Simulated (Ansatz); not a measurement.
Born–Oppenheimer molecular dynamics of ClF2H4HfNO (10 atoms, charge 0, multiplicity 1). It starts at the highest image of a converged band, a first-order saddle point between two minima.

All numbers below come from RKS PBE-D4/def2-SVP in Ansatz.

- ensemble: NVE (velocity Verlet)
- time step: 0.5 fs
- steps asked: 200
- starting velocities drawn for: 300 K
- seed: 5221

First frame:

```xyz
10
Properties=species:S:1:pos:R:3
Hf -0.152 0.324 0.091
Cl 0.263 0.872 2.444
O 1.511 -0.592 -0.260
H 2.040 -1.122 -0.873
F -0.213 2.076 -0.696
F -1.229 -0.638 -1.232
N -2.165 -0.394 1.208
H -2.512 -1.294 0.845
H -2.930 0.282 1.061
H -2.030 -0.464 2.227
```

Task: How far do the bonds stretch over the last three quarters of this one trajectory? (Pairs bonded in most of those frames.)

Result: 
```tsv
bond	mean (Å)	spread (Å)	shortest	longest
Hf1–Cl2	2.467	0.052	2.37	2.52
Hf1–O3	1.945	0.007	1.93	1.96
Hf1–F5	1.923	0.017	1.90	1.95
Hf1–F6	1.958	0.015	1.94	1.98
Hf1–N7	2.389	0.018	2.35	2.41
O3–H4	0.970	0.013	0.95	0.99
N7–H8	1.035	0.032	0.98	1.10
N7–H9	1.037	0.038	0.98	1.10
N7–H10	1.033	0.015	1.01	1.06
```

Mean temperature of the second half: 150 K. The conserved energy stayed within 0.33 meV per atom of its start (net change 0.086 meV per atom), so the integration is sound. A run of 0.1 ps of so small a system gives no equilibrium averages. The orbitals stay closed-shell, which can raise the energy where a bond breaks towards radicals; this wasn't checked here.

Time of the run: 5.3 min on 4 threads of Arm Neoverse V1, on a shared host, peak memory 0.19 GiB.
